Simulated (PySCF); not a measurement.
# Radial density of Zn⁺ (zinc, charge +1)

UHF, [Ar] 3d10 4s1, 2S determinant. All numbers are calculated (PySCF 2.14, the spin-free X2C one-electron Hamiltonian (Gaussian nucleus), in cc-pVTZ-DK).

| r (bohr) | 4πr²ρ (e/bohr) | 4πr²(ρα − ρβ) |
| --- | --- | --- |
| 0.000893 | 0.2896 | 0.0001 |
| 0.00150 | 0.7205 | 0.0003 |
| 0.00253 | 1.754 | 0.0006 |
| 0.00425 | 4.117 | 0.0015 |
| 0.00715 | 9.102 | 0.0032 |
| 0.0120 | 18.09 | 0.0063 |
| 0.0202 | 29.93 | 0.0094 |
| 0.0340 | 36.70 | 0.0079 |
| 0.0572 | 31.39 | -0.0005 |
| 0.0963 | 31.72 | 0.0059 |
| 0.162 | 42.07 | 0.0188 |
| 0.272 | 24.91 | -0.0339 |
| 0.458 | 22.25 | -0.0096 |
| 0.771 | 19.96 | -0.0457 |
| 1.30 | 5.242 | 0.2216 |
| 2.18 | 0.9813 | 0.4902 |
| 3.67 | 0.1740 | 0.1598 |
| 6.17 | 0.004237 | 0.0042 |

Densities and radii are taken from the X2C orbitals without a picture-change correction, which distorts them close to the nucleus.

(1) Where is the radial spin density 4πr²(ρα − ρβ) most negative, and why is it negative at all?

Answers

(1) Around r = 0.771 bohr, down to -0.0457 e/bohr: exchange with the open shell polarises the paired shells in an unrestricted calculation.
